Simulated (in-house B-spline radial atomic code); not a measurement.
Configurations of Zn VII (Zn6+), with energies counted from [Ar] 3d6. Level of theory: non-relativistic BHandHLYP, spin-polarised, spherical fractional occupations, exact exchange averaged over the configuration, point nucleus; calculated with a B-spline radial code for spherical atoms. Shells without spins written out take the highest spin.

Occupations are held fixed; configurations that lie above the ionisation limit could autoionise.

```json
{"configuration": "[Ne] 3s2 3p5 3d7", "E - E(ref) (eV)": "76.56", "highest orbital": "3d down", "its <r> (bohr)": "0.7089"}
{"configuration": "[Ne] 3s2 3p5 3d6 4s1", "E - E(ref) (eV)": "119.95", "highest orbital": "4s up", "its <r> (bohr)": "1.612"}
{"configuration": "[Ne] 3s2 3p5 3d6 4d1", "E - E(ref) (eV)": "151.81", "highest orbital": "4d up", "its <r> (bohr)": "2.014"}
{"configuration": "[Ne] 3s2 3p5 3d6 4f1", "E - E(ref) (eV)": "168.09", "highest orbital": "4f up", "its <r> (bohr)": "2.36"}
```

(1) Order these further configurations by energy, lowest first.
A. [Ar] 3d5 4d1
B. [Ar] 3d5 4f1
C. [Ar] 3d5 4p1
D. [Ar] 3d5 4s1
E. [Ne] 3s2 3p5 3d6 4p1

Answers

(1) D (44.25 eV), C (56.731 eV), A (76.046 eV), B (92.364 eV), E (132.43 eV).
